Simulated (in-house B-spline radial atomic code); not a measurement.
## Ionising the tin ion Sn⁴⁺ with different functionals

Computed with a radial B-spline atomic code at the basis-set limit: scalar-relativistic (spin-free X2C) Hamiltonian, Fermi nucleus of rms radius 4.6519 fm, spin-polarised at highest spin, spherical fractional occupations for the functionals, the average over the highest-spin determinants for Hartree-Fock. The ionisation energy is the difference of two self-consistent energies, [Kr] 4d10 → [Kr] 4d9, without Breit or QED terms; ε is the level of the shell that loses the electron (its least bound occupied spin orbital). There is no spin-orbit coupling in this Hamiltonian.

Hybrids are left out here: with spherical fractional occupations of an open shell their exact exchange keeps a self-interaction that integer-occupation calculations don't have.

```
           method          rung  ΔSCF (eV)  -ε(4d) (eV)
     Hartree-Fock  Hartree-Fock      75.50        77.32
         LDA VWN5           LDA      77.03        67.89
         LDA PW92           LDA      77.02        67.88
LDA exchange-only           LDA      75.13        66.06
              PBE           GGA      76.79        67.66
           PBEsol           GGA      76.76        67.64
             BLYP           GGA      76.62        67.50
             RPBE           GGA      76.73        67.59
             PW91           GGA      76.89        67.76
             BP86           GGA      76.86        67.73
             AM05           GGA      76.77        67.64
             OLYP           GGA      77.11        67.96
             TPSS      meta-GGA          ?            ?
             SCAN      meta-GGA      77.22        68.17
           r2SCAN      meta-GGA      77.28        68.23
          revTPSS      meta-GGA          ?            ?
```

(1) What does revTPSS give?

(2) What does TPSS give?

(3) How do they compare with the NIST value?

## Answers

(1) ΔSCF 76.69 eV, and -ε(4d) = 67.58 eV.

(2) ΔSCF 76.76 eV, and -ε(4d) = 67.65 eV.

(3) NIST lists 77.03 eV ± 0.04 (measured, ground level to ground level). Errors run from -1.90 to +0.25 eV; LDA VWN5 is closest (-0.00 eV), though others lie within the uncertainty of it, and part of that can be cancellation, since the calculations leave out spin-orbit coupling, Breit-QED terms, multiplet and fine-structure energies. Hartree-Fock also lacks correlation.
